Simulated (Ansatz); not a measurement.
CH8Si2, triplet, at the geometry of the source list (a higher spin typed on purpose: for a closed-shell molecule this is an excited state); SC-NEVPT2/STO-3G, CASSCF(4,6) (Ansatz, a program for electronic structure).

The Ansatz input:
Ansatz 0.2 input:
```yaml
crystal:
  periodic: [false, false, false]
  atoms:
    - {symbol: Si, position_ang: [1.44960000, 0.72700000, 0.00300000]}
    - {symbol: C, position_ang: [0.22650000, -0.71960000, -0.12960000]}
    - {symbol: Si, position_ang: [-1.60030000, -0.24820000, 0.08260000]}
    - {symbol: H, position_ang: [2.82150000, 0.23370000, -0.16280000]}
    - {symbol: H, position_ang: [1.16780000, 1.71040000, -1.04620000]}
    - {symbol: H, position_ang: [1.32870000, 1.35930000, 1.31920000]}
    - {symbol: H, position_ang: [0.48610000, -1.47070000, 0.61780000]}
    - {symbol: H, position_ang: [0.35570000, -1.20270000, -1.09860000]}
    - {symbol: H, position_ang: [-1.98560000, 0.72250000, -0.94390000]}
    - {symbol: H, position_ang: [-1.81040000, 0.33260000, 1.41120000]}
    - {symbol: H, position_ang: [-2.43960000, -1.44440000, -0.05260000]}
basis:
  gaussian:
    orbitals: STO-3G
correlation: {method: sc_nevpt2, electrons: all, active_space: {window: {electrons: 4, orbitals: 6}}}
magnetization: {spin_polarized: false, initial_magnetization: 2}
```

Problem. Write the output that Ansatz gives for this input, abridged.

Solution. 
```
Functional definition: HF
369 factors; integrals over basis functions are off by at most 3.2e-5 eV
mean field evaluation 1: about -16674.1951 eV, gradient 1.1e1 eV
mean field evaluation 2: about -16674.2981 eV, gradient 1.1e1 eV
mean field evaluation 4: about -16675.9041 eV, gradient 1.6e0 eV
mean field evaluation 8: about -16675.9499 eV, gradient 9.4e-2 eV
mean field evaluation 16: about -16676.5465 eV, gradient 3.9e-2 eV
mean field -16676.54650115 eV, -612.8517801480 hartree, gradient 1.6e-6 eV, S^2 2.000000; 1 other end points of the search recorded, 0 dependent functions left out
reference -16676.54650115 eV, -612.8517801480 hartree; 22, 20 occupied and 9, 11 virtual orbitals, 369 factors
state -16677.06720210 eV, -612.8709155549 hartree
state -16677.06720210 eV, -612.8709155549 hartree; corrected -16680.08197648 eV, -612.9817064701 hartree
state -16677.02652674 eV, -612.8694207630 hartree
state -16677.02652674 eV, -612.8694207630 hartree; corrected -16680.06318056 eV, -612.9810157325 hartree
state -16677.06720210 eV, -612.8709155549 hartree; corrected -16680.08197648 eV, -612.9817064701 hartree
state -16676.98220973 eV, -612.8677921429 hartree
state -16676.98220973 eV, -612.8677921429 hartree; corrected -16680.07559651 eV, -612.9814720105 hartree
state -16677.06720210 eV, -612.8709155549 hartree; corrected -16680.08197648 eV, -612.9817064701 hartree
Total energy: -16680.08197648 eV, -612.9817064701 hartree
```
